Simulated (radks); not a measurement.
Results of a calculation; reference values are marked as such.
Spherical jellium clusters: N electrons in a uniform positive sphere of charge N and radius rs N^(1/3), rs = 2.07 bohr. Level of theory: non-relativistic Kohn-Sham, LDA (Slater exchange, Perdew-Wang correlation), spin-polarised, spherical densities (a radial shooting solver with Libxc functionals). Levels are named by radial order and angular momentum (1s, 1p, 1d, 2s, ...), and open shells are averaged over m.

N = 2, configuration 1s2. This is the lowest configuration that the search found. Occupied and some empty levels:

| level | occupation | eigenvalue (eV) | <r> (bohr) |
|---|---|---|---|
| 1s | 2 | -5.1993 | 2.620 |
| 1p | 0 | -0.68387 | 5.253 |
| 2s | 0 | -0.050472 | 11.78 |

Energy (eV): total -1.28512, kinetic 7.6076, external -42.874, Hartree 18.940, exchange-correlation -9.9996, background 25.041. Static polarisability (adiabatic kernel): 45.25 bohr^3, against R^3 = 17.74 for a classical metal sphere.
